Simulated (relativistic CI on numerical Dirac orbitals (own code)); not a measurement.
**One change at a time: Tb¹⁹⁺**

Base calculation: Dirac-Coulomb-Breit CI, KLI orbitals optimised for each configuration, a model potential for QED, unscaled Slater integrals.

Configurations in the expansion (outside the closed core [Ar] 3d10): 4s2 4p6 4d10, 4s2 4p6 4d9 4f, 4s2 4p5 4d10 4f, 4s2 4p6 4d9 5s, 4s2 4p6 4d9 5p, 4s 4p6 4d10 4f, 4s2 4p6 4d9 5d, 4s2 4p5 4d10 5s, 4s2 4p6 4d9 5f, 4s2 4p6 4d9 6s, 4s2 4p5 4d10 5p, 4s2 4p6 4d9 6p, 4s2 4p6 4d9 5g, 4s2 4p6 4d9 6d, 4s2 4p5 4d10 5d, 4s 4p6 4d10 5s, 4s2 4p6 4d9 6f, 4s2 4p6 4d9 7s, 4s2 4p6 4d9 7p, 4p6 4d10 4f2, 4p6 4d9 4f3, 4p5 4d10 4f3, 4p6 4d9 4f2 5s, 4p6 4d9 4f2 5p, 4p6 4d9 4f2 5d. Double excitations out of closed p, d and f shells are left out; levels of such configurations are missing from the list, as are those of other unlisted configurations, and high levels can miss mixing partners. These lack a partner that the ground configuration has and come out too high: 4s2 4p5 4d10 5s, 4s2 4p6 4d9 5f, 4s2 4p6 4d9 6s, 4s2 4p5 4d10 5p, 4s2 4p6 4d9 6p.

Variants: (1) only the first 3 configurations; (2) non-relativistic limit. Shifts of the energy above 4s2 4p6 4d10 1S_0, in cm⁻¹, for the lowest level and the first level of each name with at least 55 % of one term (blank where a level changes its place among those of its configuration and J or its character, or is not in the variant):

```csv
Level,Base,Δ(1),Δ(2)
4s2 4p6 4d10 1S_0,0,0,0
4s2 4p6 4d9 4f 3P°_0,1162691,-38,+4906
4s2 4p6 4d9 4f 3P°_1,1172215,-40,-4617
4s2 4p6 4d9 4f 3P°_2,1191493,-46,-23895
4s2 4p6 4d9 4f 3H°_6,1206244,-157,-4788
4s2 4p6 4d9 4f 3H°_5,1206314,-157,-4858
4s2 4p6 4d9 4f 3F°_3,1223517,+296,
4s2 4p6 4d9 4f 3F°_4,1234745,+361,-9680
4s2 4p6 4d9 4f 3G°_5,1246512,-148,
4s2 4p6 4d9 4f 3D°_1,1247499,-135,-22574
4s2 4p6 4d9 4f 3G°_3,1296918,+86,-49699
4s2 4p6 4d9 4f 1F°_3,1315299,-77,-39971
4s2 4p6 4d9 5s 3D_3,1578191,,+181840
4s2 4p6 4d9 4f 1P°_1,1581871,+2301,-26526
4s2 4p6 4d9 5s 3D_1,1638177,,+121854
4s2 4p6 4d9 5p 3P°_2,1823474,,+146985
4s2 4p6 4d9 5p 3F°_2,1885833,,+98033
4s2 4p6 4d9 5p 3F°_4,1919138,,+64728
4s2 4p6 4d9 5p 1P°_1,1927458,,+74874
4s2 4p6 4d9 5p 1D°_2,1927923,,+76848
4s2 4p6 4d9 5p 3D°_3,1936761,,
4s2 4p6 4d9 5p 3P°_0,1966369,,+4089
```

At this charge energies of transitions that change n are usually good to better than 1 %, and those within a shell (Δn = 0) to a few per cent.

Ionisation energy from the two ground configurations alone: base 613.606 eV. The NIST ASD value (theoretical) is 613 eV.

LS names give the leading component of a level, which can be under half, so a name can repeat, a term be missing and a line seem to break the LS rules.
